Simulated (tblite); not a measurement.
Parent: `[CH3:1][C@@H:2]1[CH2:3][O:4][Si@H:5]([Cl:6])[CH2:7]1` with C1–C2–C3–O4 -81°, C2–C3–O4–Si5 -30°, C3–O4–Si5–Cl6 130°, O4–Si5–C7–C2 14°, C4H9ClOSi.

Computed geometry: GFN2-xTB, gas phase. One conformer each, not checked by frequencies here.

| coordinate of the parent | value |
| --- | --- |
| C1–C2 | 1.526 Å |
| C2–C3 | 1.536 Å |
| C3–O4 | 1.410 Å |
| O4–Si5 | 1.631 Å |
| Si5–Cl6 | 2.005 Å |
| Si5–C7 | 1.906 Å |
| C2–C7 | 1.535 Å |
| C1–C2–C3 | 110.2° |
| C1–C2–C7 | 110.7° |
| C3–C2–C7 | 106.2° |
| C2–C3–O4 | 109.5° |
| C3–O4–Si5 | 113.9° |
| O4–Si5–Cl6 | 109.5° |
| O4–Si5–C7 | 94.9° |
| Cl6–Si5–C7 | 116.9° |
| C2–C7–Si5 | 102.4° |

Task: How does the shared frame change in `[CH3:1][C:2]1=[CH:3][O:4][Si@@H:5]([Cl:6])[CH2:7]1`, C4H7ClOSi? Atoms pair as C1 = C1, C2 = C2, C3 = C3, O4 = O4, Si5 = Si5, Cl6 = Cl6, C7 = C7 (parent first).

Result: 
```csv
parent,relative,value in the relative,change
C1–C2,C1–C2,1.491 Å,-0.035
C2–C3,C2=C3,1.325 Å,-0.211
C3–O4,C3–O4,1.376 Å,-0.034
O4–Si5,O4–Si5,1.645 Å,+0.014
Si5–Cl6,Si5–Cl6,2.006 Å,+0.001
Si5–C7,Si5–C7,1.910 Å,+0.004
C2–C7,C2–C7,1.510 Å,-0.025
C1–C2–C3,C1–C2–C3,125.5°,+15.3
C1–C2–C7,C1–C2–C7,120.3°,+9.6
C3–C2–C7,C3–C2–C7,114.1°,+7.9
C2–C3–O4,C2–C3–O4,118.4°,+8.9
C3–O4–Si5,C3–O4–Si5,112.3°,-1.6
O4–Si5–Cl6,O4–Si5–Cl6,110.2°,+0.7
O4–Si5–C7,O4–Si5–C7,93.9°,-1.0
Cl6–Si5–C7,Cl6–Si5–C7,115.9°,-1.0
C2–C7–Si5,C2–C7–Si5,101.2°,-1.2
```

Of the parent's bonds, C2–C3 changes most (-0.211 Å). Point group C1 → C1.

Task: How does the shared frame change in `[CH2:1]=[C:2]1[CH2:3][O:4][Si@H:5]([Cl:6])[CH2:7]1` with C1–C2–C3–O4 161°, C2–C3–O4–Si5 2°, C3–O4–Si5–Cl6 131°, O4–Si5–C7–C2 -19°, C4H7ClOSi? Atoms pair as C1 = C1, C2 = C2, C3 = C3, O4 = O4, Si5 = Si5, Cl6 = Cl6, C7 = C7 (parent first).

Result: 
```json
{"parent": "C1–C2", "relative": "C1=C2", "value in the relative": "1.321 Å", "change": "-0.205"}
{"parent": "C2–C3", "relative": "C2–C3", "value in the relative": "1.510 Å", "change": "-0.026"}
{"parent": "C3–O4", "relative": "C3–O4", "value in the relative": "1.409 Å", "change": "-0.001"}
{"parent": "O4–Si5", "relative": "O4–Si5", "value in the relative": "1.630 Å", "change": "-0.001"}
{"parent": "Si5–Cl6", "relative": "Si5–Cl6", "value in the relative": "2.003 Å", "change": "-0.002"}
{"parent": "Si5–C7", "relative": "Si5–C7", "value in the relative": "1.904 Å", "change": "-0.002"}
{"parent": "C2–C7", "relative": "C2–C7", "value in the relative": "1.501 Å", "change": "-0.034"}
{"parent": "C1–C2–C3", "relative": "C1–C2–C3", "value in the relative": "122.9°", "change": "+12.7"}
{"parent": "C1–C2–C7", "relative": "C1–C2–C7", "value in the relative": "125.2°", "change": "+14.5"}
{"parent": "C3–C2–C7", "relative": "C3–C2–C7", "value in the relative": "111.9°", "change": "+5.7"}
{"parent": "C2–C3–O4", "relative": "C2–C3–O4", "value in the relative": "110.8°", "change": "+1.3"}
{"parent": "C3–O4–Si5", "relative": "C3–O4–Si5", "value in the relative": "115.7°", "change": "+1.8"}
{"parent": "O4–Si5–Cl6", "relative": "O4–Si5–Cl6", "value in the relative": "109.1°", "change": "-0.4"}
{"parent": "O4–Si5–C7", "relative": "O4–Si5–C7", "value in the relative": "94.7°", "change": "-0.2"}
{"parent": "Cl6–Si5–C7", "relative": "Cl6–Si5–C7", "value in the relative": "116.3°", "change": "-0.6"}
{"parent": "C2–C7–Si5", "relative": "C2–C7–Si5", "value in the relative": "101.8°", "change": "-0.6"}
```

Of the parent's bonds, C1–C2 changes most (-0.205 Å). Point group C1 → C1.

Task: How does the shared frame change in `[CH3:1][CH2:2][C@@H:3]1[C@H:4]([CH3:5])[CH2:6][O:7][Si@H:8]1[Cl:9]` with C1–C2–C3–C4 -173°, C2–C3–C4–C5 -45°, C3–C4–C6–O7 39°, C4–C6–O7–Si8 -21°, C6–O7–Si8–Cl9 -122°, C6H13ClOSi? Atoms pair as C1 = C5, C2 = C4, C3 = C6, O4 = O7, Si5 = Si8, Cl6 = Cl9, C7 = C3 (parent first).

Result: 
```csv
parent,relative,value in the relative,change
C1–C2,C5–C4,1.525 Å,-0.001
C2–C3,C4–C6,1.536 Å,0.000
C3–O4,C6–O7,1.413 Å,+0.003
O4–Si5,O7–Si8,1.631 Å,0.000
Si5–Cl6,Si8–Cl9,2.009 Å,+0.004
Si5–C7,Si8–C3,1.908 Å,+0.002
C2–C7,C4–C3,1.541 Å,+0.006
C1–C2–C3,C5–C4–C6,109.8°,-0.4
C1–C2–C7,C5–C4–C3,113.0°,+2.3
C3–C2–C7,C6–C4–C3,105.4°,-0.8
C2–C3–O4,C4–C6–O7,110.0°,+0.5
C3–O4–Si5,C6–O7–Si8,114.6°,+0.7
O4–Si5–Cl6,O7–Si8–Cl9,110.1°,+0.6
O4–Si5–C7,O7–Si8–C3,94.5°,-0.4
Cl6–Si5–C7,Cl9–Si8–C3,115.8°,-1.1
C2–C7–Si5,C4–C3–Si8,100.9°,-1.5
```

Of the parent's bonds, C2–C7 changes most (+0.006 Å). Bonds of the relative outside the shared frame: C1–C2 1.524, C2–C3 1.525 Å. Point group C1 → C1.
